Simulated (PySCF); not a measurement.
Electron correlation in Bi⁺ (bismuth, charge +1)

[Xe] 4f14 5d10 6s1 6p3, 6s spin antiparallel (an excited configuration). Computed with PySCF 2.14 in ANO-RCC-VTZP (8s7p5d3f2g, 93 functions), with the spin-free X2C one-electron Hamiltonian (Gaussian nucleus). Frozen: [Kr] 4d10 4f14; 22 electrons correlated.

MP2 pair energies summed by pair of shells (mhartree):

```csv
pair,energy,share (%)
5d-5d,-286.21,41.1
5p-5d,-108.00,15.5
5d-6p,-102.79,14.8
6s-6p,-64.06,9.2
5d-6s,-54.89,7.9
5p-5p,-24.56,3.5
5s-5d,-17.70,2.5
6p-6p,-11.50,1.7
5s-5p,-11.17,1.6
5p-6p,-6.88,1.0
5p-6s,-5.63,0.8
5s-5s,-1.69,0.2
5s-6p,-0.50,0.1
5s-6s,-0.34,0.0
```

Total MP2 correlation energy: -695.93 mhartree.

Same-spin part -237.81 and opposite-spin part -458.12 mhartree; SCS-MP2 scales them by 1/3 and 6/5 to -629.02 mhartree.

Spin-orbit coupling is strong in this species, so the high-spin LS determinant is a model state.
